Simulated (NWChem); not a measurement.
# CH3ClGeO; SMILES O=[CH][GeH2][Cl]

```xyz
7

O      0.4661    -2.6271     0.0000
C      0.8244    -1.4826     0.0000
Ge    -0.5352    -0.0130     0.0000
Cl     0.5486     1.8636     0.0000
H      1.9121    -1.2000     0.0000
H     -1.3931    -0.0763     1.2712
H     -1.3931    -0.0763    -1.2712
```
Atoms are numbered in this order, from 1.

Computed with NWChem. Structure relaxed at the PBE0/def2-SVP level.

Question: Estimate the computed values for KT2/def2-SVP. Quantities: highest occupied level (eV); orbital gap (eV); dipole (D).

Answer: 
```
Quantity                     Result
---------------------------  ------
highest occupied level (eV)   -6.03
orbital gap (eV)               3.20
dipole (D)                     0.29
```
